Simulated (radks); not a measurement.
Effect of the nuclear size on the praseodymium ion Pr+, [Xe] 4f3 6s1. All-electron calculation, Dirac Kohn-Sham, PBE, spin-unpolarised, spherical densities, finite nucleus; open shells are shared between the two j in proportion to 2j + 1; Fermi nuclear charge, rms radius 4.8919 fm. Program: a radial shooting solver on a logarithmic mesh with Libxc functionals. The rms radius is varied about that value; shifts are against it.

rms radius (fm) = 4.026: total energy shift (eV) -3.78; density at nucleus (e/bohr^3) 4.347e+05; 1s1/2 shift (meV) -1570; 2s1/2 shift (meV) -194; 5s1/2 shift (meV) -1.42; 5p1/2 shift (meV) 0.148; 6s1/2 shift (meV) -0.140; 4f7/2 shift (meV) 0.261; 6p1/2 (empty) shift (meV) 0.045
rms radius (fm) = 4.4908: total energy shift (eV) -1.82; density at nucleus (e/bohr^3) 4.246e+05; 1s1/2 shift (meV) -757; 2s1/2 shift (meV) -93.4; 5s1/2 shift (meV) -0.687; 5p1/2 shift (meV) 0.072; 6s1/2 shift (meV) -0.068; 4f7/2 shift (meV) 0.126; 6p1/2 (empty) shift (meV) 0.021
rms radius (fm) = 4.8919: total energy shift (eV) 0; density at nucleus (e/bohr^3) 4.169e+05; 1s1/2 shift (meV) 0.000; 2s1/2 shift (meV) 0.000; 5s1/2 shift (meV) 0.000; 5p1/2 shift (meV) 0.000; 6s1/2 shift (meV) 0.000; 4f7/2 shift (meV) 0.000; 6p1/2 (empty) shift (meV) 0.000
rms radius (fm) = 5.0778: total energy shift (eV) 0.887; density at nucleus (e/bohr^3) 4.136e+05; 1s1/2 shift (meV) 368; 2s1/2 shift (meV) 45.4; 5s1/2 shift (meV) 0.334; 5p1/2 shift (meV) -0.035; 6s1/2 shift (meV) 0.033; 4f7/2 shift (meV) -0.061; 6p1/2 (empty) shift (meV) -0.010
rms radius (fm) = 5.8263: total energy shift (eV) 4.72; density at nucleus (e/bohr^3) 4.015e+05; 1s1/2 shift (meV) 1960; 2s1/2 shift (meV) 242; 5s1/2 shift (meV) 1.78; 5p1/2 shift (meV) -0.185; 6s1/2 shift (meV) 0.175; 4f7/2 shift (meV) -0.326; 6p1/2 (empty) shift (meV) -0.056

Slopes of the eigenvalues against <r^2> in GHz/fm^2, as finite differences over the two radii next to the reference (eigenvalue slopes, not the field-shift constants of lines): 1s1/2 48400, 2s1/2 5970, 5s1/2 43.9, 5p1/2 -4.58, 6s1/2 4.33, 4f7/2 -8.06, 6p1/2 (empty) -1.38.
